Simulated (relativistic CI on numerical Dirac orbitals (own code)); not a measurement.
Hyperfine structure of Tc⁷⁺, mass number 99

Calculated at this level of theory: Dirac-Coulomb-Breit CI, orbitals from a KLI potential per configuration, QED by a radiative potential, unscaled Slater integrals (own radial code, finite nucleus).

CI space (outside the closed core [Ar] 3d10): 4s²4p⁶, 4s²4p⁵4d, 4s4p⁶4d, 4s²4p⁵4f, 4s²4p⁵5s, 4s4p⁶4f, 4s²4p⁵5p, 4s²4p⁵5d, 4s4p⁶5s, 4p⁶4d², 4p⁵4d³, 4p⁵4d²4f, 4p⁵4d²5s, 4p⁵4d²5p. Double excitations out of closed p, d and f shells are left out; levels of such configurations are missing from the list, as are those of other unlisted configurations, and high levels can miss mixing partners. These lack a partner that the ground configuration has and come out too high: 4s²4p⁵5d.

Nuclear spin I = 9/2, μ = 5.678 μN, Q = -0.129 b (tables of Stone and Pyykkö). The electronic factors are computed for point nuclear moments, without core polarisation or the Bohr-Weisskopf and QED corrections.

| Level | E (eV) | A (MHz) | B (MHz) |
| --- | --- | --- | --- |
| 4s²4p⁵4d ³P°1 | 41.2044 | 423.1 | -95.2 |
| 4s²4p⁵4d ³P°2 | 42.1997 | -166.5 | -135 |
| 4s²4p⁵4d ³F°4 | 42.4795 | 2260 | 783 |
| 4s²4p⁵4d ³F°3 | 42.9082 | 3459 | 832 |
| 4s²4p⁵4d ³F°2 | 43.7403 | 4625 | 549 |
| 4s²4p⁵4d ³D°3 | 45.5203 | 1904 | -365 |
| 4s²4p⁵4d ³D°1 | 46.7610 | -931.2 | -278 |
| 4s²4p⁵4d ³D°2 | 47.6657 | -2057 | -523 |

Levels with J = 0, under 50 % of one LS term, or S terms without an open s electron are left out. Small factors come from cancelling terms and can be off by tens of per cent or more.

At this charge configurations can still be misplaced by up to about 7 % of their energy.

(1) Give the hyperfine levels of 4s²4p⁵4d ³F°4 relative to its centre of gravity.

Results:

(1) With K = F(F + 1) − I(I + 1) − J(J + 1), E = AK/2 + B[¾K(K + 1) − I(I + 1)J(J + 1)]/[2I(2I − 1)J(2J − 1)]: F = 1/2: -49360, F = 3/2: -46050, F = 5/2: -40510, F = 7/2: -32730, F = 9/2: -22680, F = 11/2: -10340, F = 13/2: 4334, F = 15/2: 21390, F = 17/2: 40880 MHz.

LS names give the leading component of a level, which can be under half, so a name can repeat, a term be missing and a line seem to break the LS rules.
